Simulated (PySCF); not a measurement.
CH7Cl2NSi2, SMILES Cl[SiH2][Si@@H](Cl)NC. Coordinates come from a PBE0-D3(BJ)/def2-SVP optimisation. The structure was generated by enumeration; whether it is a known compound was not checked. One conformer was computed; it need not be the lowest.

Question: Give the equilibrium geometry at PBE0-D3(BJ)/def2-SVP (PySCF confirms it by a frequency run) as Cartesian coordinates in Å. (The exact figures need the calculation; the answer reports its results.)

Answer: Several could match; the one computed here: 
```xyz
13

C     -2.0034    -0.0486    -1.4830
N     -1.7956    -0.5792    -0.1550
Si    -0.5314    -0.1546     0.9151
Cl    -0.7351     1.7085     1.8705
Si     1.4756     0.1357    -0.2481
Cl     1.7066    -1.4148    -1.6176
H     -2.4507    -0.8080    -2.1440
H     -1.0374     0.2270    -1.9343
H     -2.6483     0.8486    -1.5050
H     -2.6124    -1.0283     0.2459
H     -0.5026    -1.1723     1.9997
H      2.6380     0.1272     0.6862
H      1.4686     1.4231    -1.0018
```
Charge 0, spin multiplicity 1.
